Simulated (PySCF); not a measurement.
SMILES [Si](c1cccc([SiH3])c1)(Cl)(Cl)Cl, singlet, GFN2-xTB optimised geometry.

```
18

Si    -2.16    -2.10    -0.01
C     -1.21    -0.47     0.00
C     -1.87     0.76     0.00
C     -1.15     1.95     0.00
C      0.23     1.93     0.00
C      0.92     0.71     0.00
Si     2.81     0.64     0.02
Cl     3.59     2.45    -0.44
Cl     3.46    -0.72    -1.34
Cl     3.47     0.09     1.85
C      0.18    -0.47     0.00
H     -3.59    -1.81     0.07
H     -1.74    -2.90     1.15
H     -1.85    -2.82    -1.25
H     -2.95     0.79     0.00
H     -1.67     2.90     0.00
H      0.78     2.85     0.00
H      0.70    -1.41     0.00
```

Density from B3LYP/def2-SVP run with PySCF 2.14.0 at that geometry.

Minimum of the electron density along straight lines between bonded atoms, close to the bond critical point (lines longer than 1.1 times the sum of covalent radii, or with two minima, are not listed):

| bond | length / Å | ρ at the minimum / e bohr⁻³ | ∇²ρ there / e bohr⁻⁵ | position (fraction from the first atom) |
|---|---|---|---|---|
| Si1–C2 | 1.890 | 0.113 | 0.34 | 0.38 |
| C2–C3 | 1.391 | 0.309 | -0.78 | 0.50 |
| C3–C4 | 1.384 | 0.315 | -0.82 | 0.50 |
| C4–C5 | 1.382 | 0.316 | -0.82 | 0.50 |
| C5–C6 | 1.395 | 0.306 | -0.77 | 0.50 |
| C6–Si7 | 1.889 | 0.119 | 0.30 | 0.62 |
| Si7–Cl8 | 2.023 | 0.099 | 0.30 | 0.37 |
| Si7–Cl9 | 2.026 | 0.099 | 0.30 | 0.37 |
| Si7–Cl10 | 2.027 | 0.098 | 0.30 | 0.37 |
| C2–C11 | 1.389 | 0.310 | -0.78 | 0.49 |
| C6–C11 | 1.394 | 0.307 | -0.77 | 0.50 |
| Si1–H12 | 1.464 | 0.117 | 0.33 | 0.49 |
| Si1–H13 | 1.464 | 0.117 | 0.33 | 0.49 |
| Si1–H14 | 1.465 | 0.117 | 0.33 | 0.49 |
| C3–H15 | 1.081 | 0.285 | -1.09 | 0.63 |
| C4–H16 | 1.080 | 0.284 | -1.09 | 0.63 |
| C5–H17 | 1.080 | 0.287 | -1.11 | 0.64 |
| C11–H18 | 1.081 | 0.286 | -1.09 | 0.63 |
